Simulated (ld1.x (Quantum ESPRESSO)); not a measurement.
# Reading a pseudo-wave (P (Z = 15))

Columns: radius, all-electron u(r) and pseudo u(r) of the 3s shell (level -33.86 eV) of phosphorus in the configuration [Ne] 3s2 3p1; PBE, non-relativistic, RRKJ scheme, ld1.x (Quantum ESPRESSO) 7.5.

| r (bohr) | all-electron | pseudo |
| --- | --- | --- |
| 0.078 | 0.1888 | 0.0047 |
| 0.155 | -0.0568 | 0.0128 |
| 0.232 | -0.2836 | 0.0277 |
| 0.310 | -0.3970 | 0.0519 |
| 0.388 | -0.4002 | 0.0870 |
| 0.465 | -0.3267 | 0.1325 |
| 0.542 | -0.2074 | 0.1883 |
| 0.620 | -0.0637 | 0.2535 |
| 0.698 | 0.0858 | 0.3251 |
| 0.775 | 0.2281 | 0.3993 |
| 0.852 | 0.3587 | 0.4740 |
| 0.930 | 0.4752 | 0.5473 |
| 1.008 | 0.5744 | 0.6158 |
| 1.085 | 0.6551 | 0.6766 |
| 1.162 | 0.7196 | 0.7290 |
| 1.240 | 0.7695 | 0.7725 |
| 1.318 | 0.8050 | 0.8054 |
| 1.395 | 0.8271 | 0.8271 |
| 1.472 | 0.8380 | 0.8380 |
| 1.550 | 0.8389 | 0.8389 |
| 1.628 | 0.8312 | 0.8312 |
| 1.705 | 0.8165 | 0.8165 |
| 1.782 | 0.7960 | 0.7960 |
| 1.860 | 0.7706 | 0.7706 |
| 1.938 | 0.7415 | 0.7415 |
| 2.015 | 0.7102 | 0.7102 |

Task: How many radial nodes do the two functions have?

Result: The all-electron 3s function has n − l − 1 = 2; the pseudo-wave has 0, since the states of the same l below it are removed with the core.

Task: At about which radius was the pseudo-wave matched?

Result: 1.40 bohr. The columns agree to 0.0005 from 1.32 bohr on; several derivatives are matched, so the curves merge somewhat inside the radius.

Task: Is the pseudo-wave norm-conserving?

Result: Yes: the RRKJ scheme keeps the norm inside the radius equal to the all-electron one, which fixes the energy derivative of the logarithmic derivative at the level.
